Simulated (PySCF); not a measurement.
Compound: TiBr₄ (singlet state).
Bonds: Br1–Ti2, Ti2–Br3, Ti2–Br4, Ti2–Br5.

The calculation used PBE0-D3(BJ)/def2-SVP geometry optimisation, gas phase in PySCF.

(1) How far are the bound atoms from Ti2?

(2) List the angles at Ti2.

(3) What is the shape at Ti2?

## Answers

(1) 4 atoms: Br1 2.302 Å, Br4 2.303 Å, Br5 2.306 Å, Br3 2.310 Å.

(2) 
```csv
angle,degrees,distance of the outer atoms (Å)
Br3–Ti2–Br5,111.3,3.81
Br1–Ti2–Br3,110.3,3.78
Br1–Ti2–Br4,109.5,3.76
Br4–Ti2–Br5,109.0,3.75
Br3–Ti2–Br4,108.8,3.75
Br1–Ti2–Br5,108.0,3.73
```

(3) Tetrahedral: angles from 108.0° to 111.3°; τ4 = (360° − α − β)/141° = 0.98 with α and β the two widest (0 for a square, 1 for a tetrahedron).

Charge 0, singlet. Stationary, but not proved a minimum.

***

Species: GaH3.
Structure used (PBE0-D3(BJ)/def2-SVP), in Å, numbered top down from 1:
```xyz
4
GaH3 angstrom
Ga    -0.0002    0.0000    0.0030
H      1.5711   -0.0295    0.0130
H     -0.7598    1.3758   -0.0196
H     -0.8112   -1.3463    0.0036
```

Computed with PySCF 2.14.0, PBE0-D3(BJ)/def2-SVP geometry optimisation, gas phase.

(1) Which atoms are bound to Ga1, and at what distances?

(2) What is the shape at Ga1?

(3) What are the rotational constants (commonest isotopes, rigid rotor)?

## Answers

(1) 3 atoms: H2 1.572 Å, H3 1.572 Å, H4 1.572 Å.

(2) Planar: angles 120.0°, 120.0° and 120.0°, sum 360.0°, 0.00 Å off the plane of its three neighbours.

(3) A = 135379, B = 135298, C = 67670 MHz: an oblate symmetric top.

Point group: D3h (every atom within 0.08 Å of its image). Charge 0, singlet. No PBE0-D3(BJ)/def2-SVP frequencies stand behind this structure, so it isn't proved a minimum.

***

Species: BrClGaH.
Bonds: Cl1–Ga2, Ga2–Br3. Hydrogens: H4 on Ga2.

Theory: PySCF 2.14.0, PBE0-D3(BJ)/def2-SVP geometry optimisation, gas phase.

Task: How far are the bound atoms from Ga2?

Result: 3 atoms: H4 1.548 Å, Cl1 2.135 Å, Br3 2.272 Å.

Task: List the angles at Ga2.

Result: 
```
      angle  degrees  distance of the outer atoms (Å)
 Br3–Ga2–H4    123.0                             3.38
 Cl1–Ga2–H4    121.7                             3.23
Cl1–Ga2–Br3    115.2                             3.72
```

Task: What is the shape at Ga2?

Result: Planar: angles 123.0°, 121.7° and 115.2°, sum 360.0°, 0.00 Å off the plane of its three neighbours.

Task: What are the rotational constants (commonest isotopes, rigid rotor)?

Result: A = 8544, B = 1368, C = 1180 MHz: a near-prolate asymmetric top.

Point group: Cs (every atom within 0.08 Å of its image). Charge 0, singlet. No frequency check.

On one thread, Arm Neoverse V1 (shared host), this took 21 s wall. This is the geometry optimisation.

***

Compound: CoF₂ (quartet state).
Geometry (PBE0-D3(BJ)/def2-SVP, Å), atoms numbered from 1 in this order:
```xyz
3
CoF2 angstrom
Co     0.0000    0.0000    0.0000
F     -0.0018   -0.0022    1.7100
F      0.0018    0.0022   -1.7100
```

Computed, not measured: PBE0-D3(BJ)/def2-SVP geometry optimisation, gas phase (PySCF 2.14.0).

Problem. Which atoms are bound to Co1, and at what distances?

Solution. 2 atoms: F3 1.710 Å, F2 1.710 Å.

Problem. What is the shape at Co1?

Solution. Linear: angle 180.0°.

Problem. What are the rotational constants (commonest isotopes, rigid rotor)?

Solution. B = 4549 MHz (linear).

Point group: D∞h (every atom within 0.08 Å of its image). Charge 0, quartet. ⟨S²⟩ = 3.756 (exact for a quartet: 3.75). Not checked by PBE0-D3(BJ)/def2-SVP frequencies.

Caution for open-shell metal species: one SCF solution and one stationary point were followed, and a lower state or a bent or distorted shape isn't ruled out.

***

Compound: CrF₂ (quintet state).
Bonds: Cr1–F2, Cr1–F3.

Method used: PySCF 2.14.0, PBE0-D3(BJ)/def2-SVP geometry optimisation, gas phase.

Task: How far are the bound atoms from Cr1?

Result: 2 atoms: F3 1.802 Å, F2 1.802 Å.

Task: What is the shape at Cr1?

Result: Linear: angle 179.9°.

Task: What are the rotational constants (commonest isotopes, rigid rotor)?

Result: B = 4094 MHz (linear).

Point group: D∞h (tolerance 0.08 Å). Charge 0, quintet. ⟨S²⟩ = 6.008 (exact for a quintet: 6.00). Whether it is a minimum is left open (no frequencies).

For an open-shell metal species like this, the optimisation's SCF solution wasn't tested for stability and no frequencies at its level were run, so a lower state or another shape may exist.
